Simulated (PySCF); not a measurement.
# Ge (germanium, neutral) across methods

[Ar] 3d10 4s2 4p2, high-spin 3P determinant. All numbers are calculated (PySCF 2.14, a scalar-relativistic core potential, in aug-cc-pwCVTZ-PP with ECP10MDF (8s7p6d4f1g, 96 functions)).

```json
{"method": "wB97M-V", "E (hartree)": "-294.3525", "mean ε 4s α (eV)": "-16.160", "mean ε 4s β (eV)": "-14.101", "mean ε 4p α (eV)": "-7.242", "Σ⟨r²⟩ (bohr²)": "40.58", "⟨S²⟩": "2.003"}
{"method": "PBE0", "E (hartree)": "-294.5001", "mean ε 4s α (eV)": "-13.650", "mean ε 4s β (eV)": "-11.696", "mean ε 4p α (eV)": "-5.372", "Σ⟨r²⟩ (bohr²)": "40.32", "⟨S²⟩": "2.003"}
{"method": "r2SCAN", "E (hartree)": "-294.4197", "mean ε 4s α (eV)": "-12.673", "mean ε 4s β (eV)": "-10.938", "mean ε 4p α (eV)": "-4.683", "Σ⟨r²⟩ (bohr²)": "39.95", "⟨S²⟩": "2.005"}
{"method": "LDA", "E (hartree)": "-294.0743", "mean ε 4s α (eV)": "-12.371", "mean ε 4s β (eV)": "-11.162", "mean ε 4p α (eV)": "-4.387", "Σ⟨r²⟩ (bohr²)": "40.52", "⟨S²⟩": "2.001"}
{"method": "PW91", "E (hartree)": "-294.6562", "mean ε 4s α (eV)": "-12.215", "mean ε 4s β (eV)": "-10.854", "mean ε 4p α (eV)": "-4.405", "Σ⟨r²⟩ (bohr²)": "40.61", "⟨S²⟩": "2.002"}
{"method": "TPSSh", "E (hartree)": "-294.4591", "mean ε 4s α (eV)": "-12.883", "mean ε 4s β (eV)": "-10.974", "mean ε 4p α (eV)": "-4.859", "Σ⟨r²⟩ (bohr²)": "40.20", "⟨S²⟩": "2.003"}
{"method": "UHF", "E (hartree)": "-293.35305", "mean ε 4s α (eV)": "-17.484", "mean ε 4s β (eV)": "-13.404", "mean ε 4p α (eV)": "-7.892", "Σ⟨r²⟩ (bohr²)": "40.69", "⟨S²⟩": "2.011"}
{"method": "PBE", "E (hartree)": "-294.5434", "mean ε 4s α (eV)": "-12.140", "mean ε 4s β (eV)": "-10.779", "mean ε 4p α (eV)": "-4.369", "Σ⟨r²⟩ (bohr²)": "40.68", "⟨S²⟩": "2.002"}
{"method": "PBEsol", "E (hartree)": "-294.2286", "mean ε 4s α (eV)": "-12.172", "mean ε 4s β (eV)": "-10.789", "mean ε 4p α (eV)": "-4.348", "Σ⟨r²⟩ (bohr²)": "40.50", "⟨S²⟩": "2.002"}
```

Energies and moments cover only the electrons outside the core potential.
